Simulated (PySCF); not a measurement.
# C₆ coefficients of unlike pairs at PBE

Calculated with PySCF 2.14 from the dipole response of each species, C₆(A,B) = (3/π) ∫ α_A(iu) α_B(iu) du, in atomic units, from isotropic polarisabilities. For ions this is the dispersion term alone; charge-induced terms of lower order in 1/R come first.

```csv
species,configuration,basis,relativity,α (bohr³),C₆ (like pair)
N(2+),[He] 2s2 2p1 (2P),aug-cc-pCVTZ-DK (7s6p4d2f),spin-free X2C,2.579,3.661
P(3+),[Ne] 3s2 (1S),"x2c-QZVPPall with one added diffuse shell each of s, p, d, f type (10s7p5d3f1g)",spin-free X2C,6.612,16.60
Br,[Ar] 3d10 4s2 4p5 (2P),aug-cc-pV5Z-PP with ECP10MDF (8s7p6d4f3g2h),core potential,22.66,184.3
Rb+,[Kr] (1S),def2-TZVPPD with the def2 core potential (28 electrons) (6s4p3d1f),core potential,8.748,52.59
```

Problem. Estimate C₆ for Br with N(2+).

Solution. The integral gives 25.41. The combination rule 2 C_A C_B / (C_A α_B/α_A + C_B α_A/α_B) gives 25.39 and the geometric mean 25.98.

No spin-orbit coupling is included.

The other pairs:

```csv
pair,C₆
"P(3+), N(2+)",7.632
"Br, P(3+)",55.28
"Rb+, N(2+)",13.82
"Rb+, P(3+)",28.41
"Rb+, Br",94.63
```
